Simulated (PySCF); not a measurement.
These are PBE-D3(BJ)/def2-TZVP // PBE0-D4/def2-SVP run with PySCF values and carry that method's errors. Isolated molecules, 0 K electronic values unless said otherwise. One relaxed conformer stands for a flexible species; it need not be the lowest. Excitations are Tamm–Dancoff values on a coarser integration grid. The basis has no diffuse functions, so Rydberg states are missing or too high.

Reference species (SMILES): `c1cc2c(cc(B)cc2B)s1` (neutral, multiplicity 1).

The HOMO is -6.06 eV and the T1 excitation (TDA) comes out as 2.52 eV. The S1 excitation (TDA) is 3.26 eV and the LUMO is -3.31 eV.

Changed species: `Bc1ccc2cc(B)sc2c1`.

Problem. Give the shifts of the HOMO, T1 excitation (TDA), S1 excitation (TDA) and LUMO.

Solution. the HOMO goes up by 0.07 eV, to -5.99 eV; the T1 excitation (TDA) falls by 0.43 eV, to 2.09 eV; the S1 excitation (TDA) falls by 0.38 eV, to 2.88 eV; the LUMO falls by 0.37 eV, to -3.68 eV.
